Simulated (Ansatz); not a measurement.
Ideal-gas functions of `[S]=[Mo](=[S])([Cl])[Cl]` at 500 K and 1 bar, from an Ansatz frequency run at PBE0-D4/def2-TZVP.

Molar mass 230.98 g/mol, point group C2v (symmetry number 2), electronic degeneracy 1, moments of inertia 385.652, 427.033, 448.88 u Å². Harmonic wavenumbers (cm⁻¹, unscaled): 118, 151, 154, 159, 201, 416, 449, 589, 596.

Use S(trans) = R[1.5 ln M + 2.5 ln T − 1.1517]; rotational temperatures θ = 24.2544 K / I; S(rot) = R[ln(√π/σ · √(T³/θAθBθC)) + 1.5]; for each mode x = 1.438777 ν̃/T, S = R[x/(eˣ − 1) − ln(1 − e⁻ˣ)] and H = RT x/(eˣ − 1); 1 cm⁻¹ = 0.0119627 kJ/mol; R = 8.31446 J/(mol·K).

By hand: the entropy, in J/(mol·K).

Translation 187.5. Rotation: θ = 0.0629, 0.0568, 0.054 K, giving 124.5. Vibration, mode by mode: 17.33, 15.31, 15.15, 14.89, 12.98, 7.30, 6.74, 4.86, 4.78, in all 99.3. Electronic 0.0. Sum 411.3 J/(mol·K).

By hand: H − E and G − E in kJ/mol, counted from the electronic energy.

Zero-point energy ½ × 2833 × 0.0119627 = 16.9; thermal vibration 23.8; translation, rotation and pV give 4 RT = 16.6. H − E = 57.3 kJ/mol, and G − E = 57.3 − 500 × 411.3/1000 = -148.4 kJ/mol.

Vibration gives 24 % of the entropy, 17.3 J/(mol·K) of it from the mode under 150 cm⁻¹: soft modes count most, and the harmonic formula is weakest for them.
